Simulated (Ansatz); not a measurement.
Process, species as SMILES: C[SiH]1CCCC1 -> C/C=C(/[SiH3])CC
Geometries: B3LYP-D3(BJ)/def2-TZVP minima from Ansatz (an electronic-structure program), one conformer each, not searched for the lowest. Frequencies are from Ansatz.

Wanted: isomerisation energy (enthalpy at 298 K, with B3LYP-D3(BJ) rigid-rotor harmonic-oscillator terms), in eV. Correlated levels leave the core frozen unless marked. No spin-orbit coupling. No relativistic terms. CBS(X,Y): correlation extrapolated as X^-3; Hartree-Fock from the larger set.

CCSD(T)/CBS(cc-pV(T+d)Z,cc-pV(Q+d)Z) (Ansatz) gives 1.22 eV.

Task: Another calculation gave 1.38 eV. Which level was it?
A) BLYP/def2-TZVPD (Ansatz)
B) PBE-QIDH/def2-TZVPD (Ansatz)
C) PBE/def2-TZVPD (Ansatz)
D) B3LYP/def2-TZVPD (Ansatz)

Result: B, PBE-QIDH/def2-TZVPD (Ansatz). The others give 1.20 (PBE), 1.03 (B3LYP), 0.90 (BLYP) eV.
